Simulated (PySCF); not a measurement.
Bithiophene, SMILES c1csc(-c2cccs2)c1 at its GFN2-xTB optimised geometry (Å):

```
16

C      2.3670    -1.8540     0.0000
C      1.4213    -2.8289     0.0000
S     -0.1737    -2.1881     0.0000
C      0.4439    -0.5596     0.0000
C     -0.4439     0.5596     0.0000
C     -1.8140     0.5596     0.0000
C     -2.3670     1.8540     0.0000
C     -1.4213     2.8289     0.0000
S      0.1737     2.1881     0.0000
C      1.8140    -0.5596     0.0000
H      3.4242    -2.0507     0.0000
H      1.5571    -3.8920    -0.0001
H     -2.3951    -0.3455     0.0000
H     -3.4242     2.0507     0.0000
H     -1.5571     3.8920     0.0000
H      2.3951     0.3455     0.0000
```

Calculation: PBE0/def2-TZVP (PySCF).

Map of the deformation density (molecule minus spherical neutral atoms) (e/bohr³) on the plane z = 0.6 Å:

```
|44444444444444444444444444444|
|44444444444444444444444444444|
|44444444443444444444444444444|
|44444444433334444444444444444|
|44444444332233344444444444444|
|44444443334433334444444444444|
|44444433235532233444444444444|
|44443332233144234444444444444|
|44443233378377587444444444444|
|44443245267233597444444444444|
|44443244022002543333444444444|
|44443322384015732233334444444|
|44444332353652321222233444444|
|44444332211982321234323444444|
|44444433463333733336433444444|
|44444432343212328911223344444|
|44444433222212325635323344444|
|44444443333223751048322334444|
|44444444433334520022044234444|
|44444444444479533276254234444|
|44444444444478577387333234444|
|44444444444443244133223334444|
|44444444444433223553233444444|
|44444444444443333443334444444|
|44444444444444333223344444444|
|44444444444444443333444444444|
|44444444444444444434444444444|
|44444444444444444444444444444|
|44444444444444444444444444444|
```
Scale: ten equal steps from -0.016 (start of '0') to 0.021 (end of '9'), in the order '0123456789'; x runs from -6.00 to 6.00, y from -6.00 (bottom) to 6.00 (top).
